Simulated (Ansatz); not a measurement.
This geometry of CH8AlBGe (12 atoms, charge 0, multiplicity 1) is a first-order saddle point.

Computed with Ansatz, RKS PBE0/def2-SVP.

```xyz
12
Properties=species:S:1:pos:R:3
C -0.600 1.754 -0.461
Ge 0.017 0.721 1.093
B 1.037 -0.996 0.582
Al 0.281 -2.332 -0.941
H 0.256 2.179 -1.006
H -1.245 2.581 -0.132
H -1.172 1.112 -1.146
H -1.245 0.212 1.847
H 0.756 1.671 2.064
H 2.043 -1.273 1.200
H -1.047 -1.975 -1.755
H 0.997 -3.711 -1.311
```

Q: Which two structures does it join? (They come from a converged band through this point; their orientation in space is the band's.)

A: No bond is made or broken.

First end point:

```xyz
12
Properties=species:S:1:pos:R:3
C -0.548 1.751 -0.492
Ge -0.025 0.732 1.102
B 0.591 -1.212 0.763
Al 0.424 -2.272 -1.053
H 0.297 1.835 -1.192
H -0.869 2.766 -0.217
H -1.383 1.254 -1.009
H -1.246 0.651 2.056
H 1.071 1.522 1.860
H 1.058 -1.738 1.754
H -0.896 -3.100 -1.407
H 1.603 -2.243 -2.132
```

Last end point:

```xyz
12
Properties=species:S:1:pos:R:3
C -0.595 2.272 -0.122
Ge -0.154 0.553 0.717
B 0.737 -0.825 -0.540
Al 0.470 -2.913 -0.402
H 0.299 2.702 -0.595
H -0.973 2.978 0.631
H -1.368 2.137 -0.892
H -1.412 0.012 1.440
H 0.903 0.799 1.828
H 1.482 -0.326 -1.360
H -0.669 -3.640 -1.255
H 1.356 -3.804 0.584
```

Q: How far does it lie above each of them?

A: 0.209 eV above the first and 0.212 eV above the second. This is the barrier of this one path; another mechanism may lie lower.

The run took 3.8 min on 2 threads of Arm Neoverse V1 (shared host), peak memory 0.29 GiB.
